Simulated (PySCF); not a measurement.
Magnetic susceptibility: `Fc1c[n]([GeH3])nn1`, C2H4FGeN3

Geometry:
```tsv
atom	x (Å)	y (Å)	z (Å)
F1	3.316	-0.247	0.078
C2	2.036	0.077	-0.035
C3	0.936	-0.687	0.297
N4	-0.108	0.110	-0.010
Ge5	-1.957	-0.005	-0.011
N6	0.347	1.269	-0.494
N7	1.626	1.259	-0.512
H8	0.829	-1.670	0.704
H9	-2.343	-0.619	-1.316
H10	-2.365	1.410	0.138
H11	-2.311	-0.894	1.137
```

Theory: GIAO PBE0/pcSseg-1 magnetisability, rotational g tensor and spin-rotation constants, non-relativistic, gas phase (PySCF 2.14.0). Geometry: GFN2-xTB.

The calculation is non-relativistic, which matters for the atoms heavier than Zn.

(1) What are the magnetisability and the molar susceptibility?

(2) Split it along the inertial axes a, b, c into diamagnetic and paramagnetic parts about the centre of mass, with the quadrupole moment.

(3) And the rotational g tensor?

Results:

(1) Isotropic -1111 × 10⁻³⁰ J/T², or -66.9 × 10⁻⁶ cm³/mol; principal values -1552, -924, -857 × 10⁻³⁰ J/T², anisotropy 664 × 10⁻³⁰ J/T² (root of half the summed squared differences of the principal values). The susceptibility is in cgs units.

(2) 
| axis | χ (10⁻⁶ cm³/mol) | diamagnetic (10⁻⁶ cm³/mol) | paramagnetic (10⁻⁶ cm³/mol) | summed x² of all electrons (Å²) | quadrupole Θ (D Å) |
| --- | --- | --- | --- | --- | --- |
| a | -54.8 | -253.2 | 198.4 | 299.0 | -1.16 |
| b | -52.5 | -1327.7 | 1275.2 | 45.8 | -1.19 |
| c | -93.4 | -1462.9 | 1369.5 | 13.9 | +2.35 |

Anisotropies 2χaa − χbb − χcc = +36.3 and 2χbb − χaa − χcc = +43.2 × 10⁻⁶ cm³/mol. Θ is traceless in Buckingham's convention.

(3) 
```
axis  rotational constant (GHz)        g  nuclear part  electronic part
   a                     7.7368  -0.1420        0.5790          -0.7210
   b                     0.8317  -0.0162        0.4820          -0.4982
   c                     0.7580  -0.0009        0.4868          -0.4877
```
Asymmetric top; isotopes 12C, 19F, 74Ge, 1H, 14N; no vibrational averaging.
